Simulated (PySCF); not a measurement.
Vibration and rotation of HgP⁺

PBE0 constants of HgP⁺, ³Σ⁻ (triplet), unpaired electrons π ↑↑ (basis Hg def2-SVPD with ECP60, P def2-SVPD; scalar-relativistic core potentials; PySCF 2.14; masses 201.9706 and 30.9738 u):

```
ωe            : 261.1 cm⁻¹
ωexe          : 1.16 cm⁻¹
Be            : 0.10337 cm⁻¹
αe            : 0.000614 cm⁻¹
De to Hg⁺ + P : 2.36 eV
```

**Question.** What force constant and bond length do these constants imply?

**Answer.** Reduced mass μred = 26.855 u; k = 5.8918×10⁻⁷·μred·ωe² (u, cm⁻¹, mdyn/Å) = 1.08 mdyn/Å; Re = √(16.8576/(μred·Be)) (u, cm⁻¹, Å) = 2.464 Å.

**Question.** Estimate the centrifugal constant D from the Kratzer relation and find the Dunham coefficient a1.

**Answer.** D = 4Be³/ωe² = 6.48e-08 cm⁻¹; a1 = −1 − αeωe/(6Be²) = -3.50.

Spin–orbit coupling is left out, which matters for elements this heavy, above all for dissociation energies. For an ion De counts to the pair picked by the measured ionisation energies or electron affinities, which need not be the lowest pair at this level. The state was picked by a PBE0 search and need not be the measured ground state.
